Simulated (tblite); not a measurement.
Compound: C10H8ClN.
SMILES with atom numbers: `[CH2:1]=[CH:2][c:3]1[cH:4][c:5]([Cl:6])[c:7]2[cH:8][cH:9][cH:10][cH:11][n:12]12` (hydrogens: H13, H14 on C1; H15 on C2; H16 on C4; H17 on C8; H18 on C9; H19 on C10; H20 on C11)

Computed with GFN2-xTB (tblite), gas phase: L-BFGS steps from a force-field or distance-geometry start until the largest atomic force falls under 0.01 eV/Å.

Step 17: E = -896.5029 eV
```
atom  x, y, z in Å  |  force x, y, z in eV/Å
C1      3.4300   -0.5131   -0.6168   -0.025  -0.019   0.004
C2      2.1387   -0.8242   -0.5111   -0.020   0.018  -0.003
C3      1.1065    0.1038   -0.1332    0.000   0.006   0.016
C4      1.2383    1.4568    0.1854   -0.021   0.011  -0.010
C5     -0.0226    1.9534    0.4862   -0.007  -0.001   0.013
Cl6    -0.4241    3.5598    0.9413    0.021  -0.020  -0.007
C7     -0.9412    0.9106    0.3599   -0.011   0.020  -0.004
C8     -2.3301    0.8301    0.5374    0.003   0.002   0.001
C9     -2.9673   -0.3587    0.3343    0.007  -0.001   0.002
C10    -2.2125   -1.4897   -0.0529    0.048  -0.009  -0.007
C11    -0.8680   -1.3996   -0.2223    0.027   0.016  -0.004
N12    -0.2195   -0.2190   -0.0234    0.010   0.017   0.004
H13     3.7926    0.4801   -0.4174    0.012  -0.042  -0.014
H14     4.1620   -1.2466   -0.9053   -0.011   0.011   0.005
H15     1.8234   -1.8376   -0.7227    0.001   0.013   0.006
H16     2.1551    2.0119    0.1918   -0.049  -0.004   0.007
H17    -2.8608    1.7205    0.8333    0.008   0.015   0.003
H18    -4.0335   -0.4475    0.4654    0.001  -0.004  -0.004
H19    -2.7032   -2.4353   -0.2161   -0.009   0.000   0.001
H20    -0.2689   -2.2453   -0.5168    0.014  -0.029  -0.009
```

Step 18: E = -896.5032 eV
```
atom  x, y, z in Å  |  force x, y, z in eV/Å
C1      3.4281   -0.5146   -0.6168   -0.025  -0.020   0.002
C2      2.1368   -0.8242   -0.5111   -0.023   0.021   0.002
C3      1.1064    0.1054   -0.1326   -0.016  -0.006   0.011
C4      1.2377    1.4584    0.1855   -0.025  -0.007  -0.009
C5     -0.0231    1.9547    0.4869    0.009  -0.012   0.003
Cl6    -0.4214    3.5610    0.9414    0.009   0.000  -0.001
C7     -0.9414    0.9120    0.3601   -0.019   0.017   0.001
C8     -2.3301    0.8304    0.5378   -0.002  -0.016  -0.006
C9     -2.9652   -0.3598    0.3337   -0.005   0.020   0.011
C10    -2.2110   -1.4908   -0.0532    0.057  -0.014  -0.011
C11    -0.8667   -1.3991   -0.2223    0.038   0.021  -0.004
N12    -0.2196   -0.2175   -0.0229    0.008   0.008   0.002
H13     3.7912    0.4780   -0.4177    0.021  -0.026  -0.011
H14     4.1586   -1.2489   -0.9054    0.004   0.001   0.000
H15     1.8207   -1.8373   -0.7220   -0.001   0.013   0.005
H16     2.1544    2.0125    0.1917   -0.032   0.011   0.008
H17    -2.8625    1.7202    0.8331    0.012   0.007   0.002
H18    -4.0309   -0.4496    0.4645   -0.018  -0.002  -0.001
H19    -2.7019   -2.4367   -0.2168   -0.001   0.014   0.004
H20    -0.2654   -2.2433   -0.5170    0.007  -0.030  -0.008
```

Step 19: E = -896.5036 eV
```
atom  x, y, z in Å  |  force x, y, z in eV/Å
C1      3.4261   -0.5163   -0.6168   -0.016  -0.016  -0.001
C2      2.1347   -0.8239   -0.5110   -0.019   0.018   0.007
C3      1.1061    0.1068   -0.1318   -0.022  -0.022   0.000
C4      1.2367    1.4595    0.1853    0.000  -0.005  -0.005
C5     -0.0234    1.9558    0.4877    0.001  -0.012  -0.002
Cl6    -0.4189    3.5620    0.9415   -0.001   0.017   0.005
C7     -0.9418    0.9134    0.3604   -0.019   0.006   0.004
C8     -2.3302    0.8305    0.5380   -0.005  -0.013  -0.008
C9     -2.9633   -0.3607    0.3333   -0.016   0.013   0.011
C10    -2.2090   -1.4920   -0.0536    0.057   0.000  -0.010
C11    -0.8646   -1.3985   -0.2225    0.020   0.013  -0.002
N12    -0.2196   -0.2160   -0.0225    0.000  -0.001   0.000
H13     3.7904    0.4754   -0.4182    0.027  -0.008  -0.007
H14     4.1556   -1.2508   -0.9054    0.013  -0.011  -0.004
H15     1.8182   -1.8368   -0.7212   -0.008   0.008   0.003
H16     2.1532    2.0133    0.1918   -0.018   0.021   0.007
H17    -2.8637    1.7201    0.8331    0.015  -0.004   0.000
H18    -4.0289   -0.4515    0.4636   -0.022  -0.002   0.000
H19    -2.7007   -2.4377   -0.2174    0.010   0.023   0.005
H20    -0.2622   -2.2420   -0.5172    0.004  -0.024  -0.006
```

Problem. Estimate the geometry and energy of step 20. (The exact step hangs on the optimiser's Hessian estimate; all steps are aligned on step 19, rigid shifts and turns removed.)

Solution. E = -896.5038 eV, largest force 0.035 eV/Å
```
atom  x, y, z in Å  |  force x, y, z in eV/Å
C1      3.4245   -0.5177   -0.6168   -0.001  -0.008  -0.003
C2      2.1329   -0.8235   -0.5109   -0.007   0.003   0.006
C3      1.1055    0.1076   -0.1313   -0.015  -0.008  -0.003
C4      1.2362    1.4602    0.1852   -0.004  -0.008   0.002
C5     -0.0237    1.9564    0.4882    0.001  -0.008  -0.006
Cl6    -0.4171    3.5629    0.9416   -0.007   0.024   0.008
C7     -0.9423    0.9145    0.3606   -0.011  -0.006   0.004
C8     -2.3305    0.8304    0.5381   -0.011  -0.012  -0.007
C9     -2.9622   -0.3614    0.3332   -0.014   0.005   0.007
C10    -2.2068   -1.4925   -0.0540    0.021   0.010  -0.003
C11    -0.8627   -1.3980   -0.2227    0.012  -0.001  -0.003
N12    -0.2196   -0.2149   -0.0221   -0.007  -0.009  -0.001
H13     3.7904    0.4734   -0.4187    0.026   0.000  -0.004
H14     4.1537   -1.2524   -0.9055    0.011  -0.017  -0.005
H15     1.8163   -1.8363   -0.7206   -0.013   0.003   0.001
H16     2.1518    2.0142    0.1920    0.002   0.030   0.006
H17    -2.8642    1.7200    0.8330    0.012  -0.008  -0.001
H18    -4.0279   -0.4529    0.4630   -0.017  -0.004   0.000
H19    -2.6997   -2.4379   -0.2177    0.021   0.027   0.005
H20    -0.2599   -2.2416   -0.5176    0.001  -0.011  -0.002
```

The energy changes by -0.0002 eV. The first-order estimate −F·Δx gives -0.0003 eV and the mean of the old and new forces, exact on a quadratic surface, -0.0002 eV. The step makes an angle of 68° with the force vector and moves no atom by more than 0.002 Å.

The cost below is that of the whole relaxation. The run took 0.38 s wall on an Arm Neoverse V1 with one thread, no GPU, shared host.
